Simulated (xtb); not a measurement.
F$_{3}$Sc (SMILES [F][Sc]([F])[F]), singlet, from a rough starting geometry (GFN-xTB shapes and energies of metal compounds can be far from the true ones); GFN2-xTB (xtb 6.7.1).

Input for xtb:
```
$ xtb mol.xyz --gfn 2 --opt vtight --json

# file mol.xyz
4

Sc    -0.01373304     0.03031687    -0.07318878
F     -1.51324110    -0.95167411     0.07054303
F     -0.01363646     1.61663626    -0.66968062
F      1.49362939    -0.72750905     0.61883663
```

The log (banner, timings and long lists left out):

```
   ID    Z sym.   atoms
    1   21 Sc     1
    2    9 F      2-4

           -------------------------------------------------
          |                Calculation Setup                |
           -------------------------------------------------

           -------------------------------------------------
          |                 G F N 2 - x T B                 |
           -------------------------------------------------

          ...................................................
          :                      SETUP                      :
          :.................................................:
          :  # basis functions                  22          :
          :  # atomic orbitals                  21          :
          :  # shells                            9          :
          :  # electrons                        24          :
          :  max. iterations                   250          :
          :  Hamiltonian                  GFN2-xTB          :
          :  restarted?                      false          :
          :  GBSA solvation                  false          :
          :  PC potential                    false          :
          :  electronic temp.          300.0000000     K    :
          :  accuracy                    1.0000000          :
          :  -> integral cutoff          0.2500000E+02      :
          :  -> integral neglect         0.1000000E-07      :
          :  -> SCF convergence          0.1000000E-05 Eh   :
          :  -> wf. convergence          0.1000000E-03 e    :
          :  Broyden damping             0.4000000          :
          :  net charge                          0          :
          :  unpaired electrons                  0          :
          ...................................................

 iter      E             dE          RMSdq      gap      omega  full diag
   1    -15.4014759 -0.154015E+02  0.186E+01    2.01       0.0  T
   2    -15.4957076 -0.942317E-01  0.127E+01    4.26       1.0  T
   3    -15.4945363  0.117130E-02  0.396E+00    3.46       1.0  T
   4    -15.4988373 -0.430099E-02  0.941E-01    3.99       1.0  T
   5    -15.4988584 -0.211539E-04  0.341E-01    4.02       1.0  T
   6    -15.4988571  0.133008E-05  0.201E-01    4.05       1.0  T
   7    -15.4988599 -0.283082E-05  0.118E-02    4.03       4.2  T
   8    -15.4988599 -0.558990E-08  0.346E-03    4.03      14.4  T
   9    -15.4988599  0.414516E-09  0.793E-04    4.03      63.1  T
  10    -15.4988599 -0.141226E-08  0.128E-04    4.03     389.4  T

   *** convergence criteria satisfied after 10 iterations ***

         :::::::::::::::::::::::::::::::::::::::::::::::::::::
         ::                     SUMMARY                     ::
         :::::::::::::::::::::::::::::::::::::::::::::::::::::
         :: total energy             -15.459609943170 Eh    ::
         :: gradient norm              0.051996205572 Eh/a0 ::
         :: HOMO-LUMO gap              4.029963635561 eV    ::
         ::.................................................::
         :: SCC energy               -15.498859780656 Eh    ::
         :: -> isotropic ES            0.131582725961 Eh    ::
         :: -> anisotropic ES          0.005765753637 Eh    ::
         :: -> anisotropic XC         -0.010834795276 Eh    ::
         :: -> dispersion             -0.001456596470 Eh    ::
         :: repulsion energy           0.039249837486 Eh    ::
         :: add. restraining           0.000000000000 Eh    ::
         :: total charge              -0.000000000000 e     ::
         :::::::::::::::::::::::::::::::::::::::::::::::::::::

      -----------------------------------------------------------
     |                   =====================                   |
     |                        A N C O P T                        |
     |                   =====================                   |
     |               Approximate Normal Coordinate               |
[...]
 * total energy  :   -15.4596099 Eh     change       -0.8933299E-11 Eh
 * total energy  :   -15.4614570 Eh     change       -0.1847065E-02 Eh
 * total energy  :   -15.4626924 Eh     change       -0.1235369E-02 Eh
 * total energy  :   -15.4627639 Eh     change       -0.7153900E-04 Eh
 * total energy  :   -15.4627704 Eh     change       -0.6518058E-05 Eh
 * total energy  :   -15.4627732 Eh     change       -0.2736352E-05 Eh
 * total energy  :   -15.4627733 Eh     change       -0.1332478E-06 Eh
 * total energy  :   -15.4627734 Eh     change       -0.5227413E-07 Eh
   *** GEOMETRY OPTIMIZATION CONVERGED AFTER 8 ITERATIONS ***
         :: total energy             -15.462773355487 Eh    ::
[...]

           -------------------------------------------------
          |                Property Printout                |
           -------------------------------------------------

    * Orbital Energies and Occupations

         #    Occupation            Energy/Eh            Energy/eV
      -------------------------------------------------------------
         1        2.0000           -0.8714744             -23.7140
         2        2.0000           -0.8694384             -23.6586
         3        2.0000           -0.8693900             -23.6573
         4        2.0000           -0.5568390             -15.1524
         5        2.0000           -0.5517393             -15.0136
         6        2.0000           -0.5370478             -14.6138
         7        2.0000           -0.5370309             -14.6134
         8        2.0000           -0.5304392             -14.4340
         9        2.0000           -0.5304278             -14.4337
        10        2.0000           -0.5299282             -14.4201
        11        2.0000           -0.5299162             -14.4198
        12        2.0000           -0.5284400             -14.3796 (HOMO)
        13                         -0.3733337             -10.1589 (LUMO)
        14                         -0.3670383              -9.9876
        15                         -0.3670377              -9.9876
        16                         -0.3544248              -9.6444
        17                         -0.3544041              -9.6438
        18                         -0.1361057              -3.7036
        19                         -0.0700630              -1.9065
        20                          0.2834510               7.7131
        21                          0.2838274               7.7233
      -------------------------------------------------------------
                  HL-Gap            0.1551062 Eh            4.2207 eV
             Fermi-level           -0.4508868 Eh          -12.2693 eV

     #   Z          covCN         q      C6AA      α(0)
     1  21 Sc       1.933     1.175   239.365    33.246
     2   9 F        0.644    -0.392    13.446     4.327
     3   9 F        0.644    -0.392    13.446     4.327
     4   9 F        0.644    -0.392    13.446     4.327

 Mol. C6AA /au·bohr⁶  :        649.772996
 Mol. C8AA /au·bohr⁸  :      47133.261759
 Mol. α(0) /au        :         46.228584

Wiberg/Mayer (AO) data.
largest (>0.10) Wiberg bond orders for each atom

 ---------------------------------------------------------------------------
     #   Z sym  total        # sym  WBO       # sym  WBO       # sym  WBO
 ---------------------------------------------------------------------------
     1  21 Sc   2.864 --     4 F    0.955     3 F    0.955     2 F    0.954
     2   9 F    1.029 --     1 Sc   0.954
     3   9 F    1.029 --     1 Sc   0.955
     4   9 F    1.029 --     1 Sc   0.955
 ---------------------------------------------------------------------------

Topologies differ in total number of bonds
Writing topology from bond orders to xtbtopo.mol

molecular dipole:
                 x           y           z       tot (Debye)
 q only:       -0.001       0.000      -0.000
   full:       -0.001       0.000      -0.000       0.003
molecular quadrupole (traceless):
                xx          xy          yy          xz          yz          zz
 q only:       -2.873      -0.704      -1.882      -1.699       3.290       4.755
  q+dip:       -3.134      -0.768      -2.053      -1.854       3.589       5.187
   full:       -4.855      -1.190      -3.180      -2.872       5.560       8.036

optimized geometry written to: xtbopt.xyz

           -------------------------------------------------
          | TOTAL ENERGY              -15.462773355487 Eh   |
          | GRADIENT NORM               0.000056436409 Eh/α |
          | HOMO-LUMO GAP               4.220654835792 eV   |
           -------------------------------------------------

normal termination of xtb
```
